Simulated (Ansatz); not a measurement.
Total energies of the cluster Cd4 from Ansatz at PBE0/def2-TZVP, gas phase (1 Eh = 27.2114 eV = 2625.5 kJ/mol). The reference geometry is relaxed at B3LYP/def2-SVP.

```xyz
4

Cd    0.419    1.595    1.372
Cd    1.440    0.027   -1.590
Cd   -1.968    0.256   -0.814
Cd    0.109   -1.878    1.031
```

```json
{"state": "charge 0 singlet", "geometry": "reference", "energy (Eh)": "-671.11687"}
{"state": "charge 1 doublet", "geometry": "reference", "energy (Eh)": "-670.84357"}
{"state": "charge 0 triplet", "geometry": "relaxed at B3LYP/def2-SVP", "energy (Eh)": "-671.04846"}
{"state": "charge 0 quintet", "geometry": "relaxed at B3LYP/def2-SVP", "energy (Eh)": "-670.96225"}
{"state": "free Cd atom (singlet)", "geometry": "–", "energy (Eh)": "-167.77479"}
```

In the def2 sets Cd takes a core potential; there is no spin–orbit coupling.

Q: Work out the vertical ionisation energy to the doublet.

A: E(charge 1 doublet) − E(charge 0 singlet) = -670.84357 − (-671.11687) = 0.27330 Eh = 7.44 eV. For comparison, −ε of the highest occupied level is 5.99 eV at this level, 1.45 eV less.

Q: Which of the charge 0 states is lowest, and how far above it are the others?

A: The singlet. triplet: -671.04846 − (-671.11687) = 0.06841 Eh = 179.6 kJ/mol; quintet: -670.96225 − (-671.11687) = 0.15462 Eh = 406.0 kJ/mol. The triplet differs in its bonds from the reference. The quintet differs in its bonds from the reference.

Q: What is the binding energy per atom against free atoms?

A: Atoms: 4 × (-167.77479) = -671.09916 Eh. Binding: -671.09916 − (-671.11687) = 0.01771 Eh = 0.48 eV, or 0.12 eV for each of 4 atoms (no zero-point energy, no counterpoise term).

The structure comes from a short search, and lower isomers may exist.
